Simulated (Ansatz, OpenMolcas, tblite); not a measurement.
# GeSiH5Cl (SMILES Cl[SiH2][GeH3]): the vertical energy of the triplet above the singlet, rung by rung

GeSiH5Cl: 8 atoms, total charge 0, spin state singlet. SMILES: `Cl[SiH2][GeH3]`. The shape is that of a PBE0-D4/def2-TZVP optimisation.

Quantity: the vertical energy of the triplet above the singlet, in eV. The values are calculated.

```
                                  level                    kind     program  value (eV)  less CCSD(T)/cc-pVDZ
                              IPEA1-xTB          semi-empirical      tblite        5.15                 -1.12
                             HF/cc-pVDZ            Hartree–Fock  OpenMolcas        6.36                 +0.09
                            PBE/cc-pVDZ                     GGA      Ansatz        5.51                 -0.76
                           TPSS/cc-pVDZ                meta-GGA  OpenMolcas        5.68                 -0.59
                          B3LYP/cc-pVDZ           global hybrid      Ansatz        5.89                 -0.38
                      CAM-B3LYP/cc-pVDZ  range-separated hybrid      Ansatz        6.14                 -0.13
                         B2PLYP/cc-pVDZ           double hybrid      Ansatz        6.13                 -0.14
                        RPA@PBE/cc-pVDZ                     RPA      Ansatz        6.01                 -0.26
                            MP2/cc-pVDZ     perturbation theory      Ansatz        6.43                 +0.16
CCSD(T)/cc-pVDZ, open shells restricted   coupled cluster or CI  OpenMolcas        6.27                  0.00
```

CCSD(T)/cc-pVDZ, open shells restricted is the highest level here, not the true value. All-electron rows without a relativistic Hamiltonian named are non-relativistic. The values span 5.15 to 6.43 eV. A triplet this far above the singlet is often a Rydberg-like or dissociative state; sets without diffuse functions put Rydberg states too high. In the correlated wave-function rows the outer d shell of Ge is correlated, in sets not made for it. The second state's dipole differs much between rows, so they may not all be the same state.
